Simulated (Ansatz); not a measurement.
BI3, charge -1, doublet, geometry from GFN2-xTB (a state made from the parent by changing its charge; the spin is typed, not shown lowest) (all electrons, no relativity) (a gas-phase anion, which may not be bound at this level); PBE/STO-3G (Ansatz, a program for electronic structure).

Input for Ansatz:
Ansatz 0.2 input:
```yaml
crystal:
  periodic: [false, false, false]
  atoms:
    - {symbol: B, position_ang: [0.00000000, 0.00000000, 0.00000000]}
    - {symbol: I, position_ang: [2.07997803, -0.36410154, -0.62335308]}
    - {symbol: I, position_ang: [-0.77243186, -0.91717242, 1.84650789]}
    - {symbol: I, position_ang: [-1.30754617, 1.28127396, -1.22315481]}
basis:
  gaussian:
    orbitals: STO-3G
hamiltonian:
  xc: pbe
total_charge: -1
magnetization: {spin_polarized: true, initial_magnetization: 1}
scf: {lower_state_search: full}
```

Predict the main parts of the log of this Ansatz run.


```
Functional definition: PBE
931 factors; integrals over basis functions are off by at most 2.5e-5 eV
mean field evaluation 1: about -560040.4786 eV, gradient 8.1e0 eV
mean field evaluation 2: about -560040.4883 eV, gradient 8.1e0 eV
mean field evaluation 4: about -560041.0660 eV, gradient 2.1e-1 eV
mean field evaluation 8: about -560041.0673 eV, gradient 3.7e-3 eV
mean field evaluation 16: about -560018.5124 eV, gradient 5.5e1 eV
mean field evaluation 32: about -560040.9962 eV, gradient 2.5e0 eV
mean field -560041.06733249 eV, -20581.1296149992 hartree, gradient 3.3e-5 eV, S^2 0.756835; 2 other end points of the search recorded, 0 dependent functions left out
reference -560041.06735048 eV, -20581.1296156605 hartree; 83, 82 occupied and 3, 4 virtual orbitals, 931 factors
Total energy: -560041.06735048 eV, -20581.1296156605 hartree
```
